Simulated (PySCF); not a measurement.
C₈H₇Cl, SMILES Cl/C=C\c1ccccc1, singlet (GFN2-xTB optimised geometry):

```
16

Cl    -3.257    -0.932     0.000
C     -1.893    -1.976     0.000
C     -0.606    -1.634     0.000
C      0.062    -0.342     0.000
C     -0.593     0.891     0.000
C      0.127     2.071     0.000
C      1.511     2.053     0.000
C      2.177     0.838     0.000
C      1.461    -0.342     0.000
H     -2.189    -3.014     0.000
H      0.078    -2.475     0.000
H     -1.669     0.935     0.000
H     -0.400     3.014     0.000
H      2.068     2.978     0.000
H      3.257     0.812     0.000
H      1.989    -1.286     0.000
```

Method: PBE/def2-TZVP in PySCF.

Question: What are the frontier orbital energies and the dipole moment?

Answer: HOMO-2 -7.26 eV, HOMO-1 -6.44 eV, HOMO -5.65 eV, LUMO -2.06 eV, LUMO+1 -1.20 eV; dipole moment 1.15 D.

Meta-Löwdin charges at PBE/def2-TZVP: Cl1 -0.02, C2 -0.14, C3 -0.13, C4 0.01, C5 -0.12, C6 -0.12, C7 -0.12, C8 -0.12, C9 -0.12, H10 0.14, H11 0.13, H12 0.13, H13 0.12, H14 0.12, H15 0.12, H16 0.12.
